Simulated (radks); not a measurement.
Q: All-electron atom: Cl in [Ne] 3s2 3p(up 2.625, down 2.375) (fractional occupations, a model configuration). Method: scalar-relativistic Kohn-Sham, PBE, spin-polarised, spherical densities, finite nucleus; Fermi nuclear charge, rms radius 3.3654 fm; computed with a radial shooting solver on a logarithmic mesh with Libxc functionals. Some entries of the table are withheld. Estimate them.

| orbital | occ. | eigenvalue (hartree) | <r> (bohr) |
|---|---|---|---|
| 1s up | 1 | -101.1091 | 0.09097 |
| 1s down | 1 | -101.1076 | 0.09097 |
| 2s up | 1 | -9.28700 | 0.4442 |
| 2s down | 1 | -9.28568 | 0.4442 |
| 2p up | 3 | (1) | 0.4069 |
| 2p down | 3 | (2) | 0.4069 |
| 3s up | 1 | -0.76476 | 1.535 |
| 3s down | 1 | -0.75588 | 1.536 |
| 3p up | 2.625 | (3) | 1.840 |
| 3p down | 2.375 | (4) | 1.847 |

A: 
(1) 2p up eigenvalue (hartree): -7.04310
(2) 2p down eigenvalue (hartree): -7.04122
(3) 3p up eigenvalue (hartree): -0.31980
(4) 3p down eigenvalue (hartree): -0.31176
